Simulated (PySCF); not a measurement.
C₂H₈N₂, triplet, at the geometry of the source list (a higher spin typed on purpose: for a closed-shell molecule this is an excited state) (in this run its highest filled SCF level lies above zero, so its values depend strongly on the basis, on diffuse functions most of all). Base run: PBE/3-21G run with PySCF.

Geometry (Å):
```xyz
12

N      1.8195     0.3283    -0.2285
C      0.5887     0.0666     0.4963
C     -0.5293    -0.2872    -0.4843
N     -1.7450    -0.6050     0.2435
H      2.5760     0.5273     0.4156
H      1.7068     1.1351    -0.8345
H      0.2562     0.9160     1.1203
H      0.7578    -0.7856     1.1579
H     -0.2314    -1.1712    -1.0521
H     -0.6497     0.5468    -1.1994
H     -2.4819    -0.8772    -0.3967
H     -2.0675     0.2061     0.7620
```
Charge 0, spin multiplicity 3.
Orbitals are unrestricted.
All else is at PySCF's defaults.
Base energy -188.95978 Eh.

The base run was repeated with changes; each row names its change, and settings that it needs were set with it.

```csv
change,ΔE vs base (mEh),SCF cycles,<S^2>,outcome
base,0.000,22,2.001,converged
solver = newton,0.000,-,2.001,converged
solver = newton; init_guess = 1e,0.000,-,2.001,converged
init_guess = huckel,0.000,33,2.001,converged
level_shift = 0.5 (with mf.max_cycle = 100),-,45,-,not converged
conv_tol = 1e-7,0.001,21,2.001,converged
init_guess = sap,0.000,36,2.001,converged
init_guess = 1e,-,45,-,not converged
diis_space = 4,-,26,-,not converged
diis_space = 20,-,19,-,not converged
level_shift = 0.1 (with mf.max_cycle = 100),-,15,-,not converged
conv_tol_grad = 1e-7,0.000,24,2.001,converged
diis_space = 12,0.000,20,2.001,converged
```

Open shells are given as the SCF converged; they aren't shown to be the lowest states, and a large step between rows can be another state.
